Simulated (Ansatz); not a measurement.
A nudged elastic band was laid between two geometries of ClF3HOTa + H2 (9 atoms, charge 0, multiplicity 1).

All numbers below come from Ansatz 0.2.0, RKS PBE-D4/def2-SVP.

- movable images: 9
- climbing image: yes
- spring: 20.0 eV/Å²
- optimiser: quadratic models (default)
- start path: through a guess of the saddle point
- force threshold: 0.05 eV/Å
- iteration limit: 60
- end points: relaxed

First end point:

```xyz
9
Properties=species:S:1:pos:R:3
Ta -0.086 -0.387 -0.087
O 1.780 -0.616 -0.220
H 2.497 -0.404 0.405
F 0.082 0.143 1.739
Cl -0.469 -0.978 -2.326
F -0.840 1.311 -0.393
F -1.057 -1.881 0.507
H 1.433 2.675 -0.712
H 2.141 2.385 -0.790
```

Last end point:

```xyz
9
Properties=species:S:1:pos:R:3
Ta -0.215 0.312 -0.226
O 2.067 -0.011 -0.256
H 2.373 -0.743 0.318
F 0.109 1.113 1.469
Cl -0.347 -0.248 -2.492
F -2.025 0.782 -0.122
F 0.199 -1.449 0.398
H 0.660 1.738 -0.829
H 2.659 0.755 -0.136
```

Problem. Which bonds break or form, and what moves?

Solution. Bonds broken: H8–H9. Bonds formed: Ta1–H8, O2–H9. ClF3HOTa + H2 becomes ClF3H3OTa.

Problem. What energy profile does the band end with?

Solution. The forces met the threshold. The highest image is number 6 of 0 to 10, 110.8 kJ/mol above the first end and 59.4 kJ/mol above the last; the last end lies 51.5 kJ/mol above the first. Another band between the same ends (9 images) ends at a top of the same energy, where a vibrational analysis finds 1 clearly imaginary mode. The orbitals stay closed-shell, which can raise the energy where a bond breaks towards radicals; this wasn't checked here.

```tsv
image	path coordinate (Å)	energy (kJ/mol)	H8–H9 (Å)	Ta1–H8 (Å)	O2–H9 (Å)
0	0.00	0.0	0.77	3.47	3.08
1	0.53	1.4	0.77	3.19	2.80
2	1.07	4.5	0.77	2.91	2.70
3	1.60	5.7	0.77	2.66	2.64
4	2.13	12.6	0.77	2.48	2.25
5	2.67	45.8	0.80	2.21	1.79
6	3.20	110.8	1.05	1.97	1.25
7	3.63	77.8	1.45	1.85	1.02
8	4.06	60.9	1.83	1.80	0.98
9	4.49	54.3	2.10	1.79	0.98
10	4.92	51.5	2.33	1.78	0.98
```

Problem. What is the geometry of the highest image?

Solution. 
```xyz
9
Properties=species:S:1:pos:R:3
Ta -0.058 0.170 -0.193
O 2.007 -0.333 -0.310
H 2.491 -0.429 0.535
F 0.407 0.738 1.563
Cl -0.198 -0.029 -2.506
F -1.636 1.179 -0.059
F -0.488 -1.598 0.286
H 1.134 1.665 -0.661
H 1.823 0.886 -0.530
```

Run time: 5.3 min on 4 threads of Arm Neoverse V1, on a shared host, peak memory 0.18 GiB.
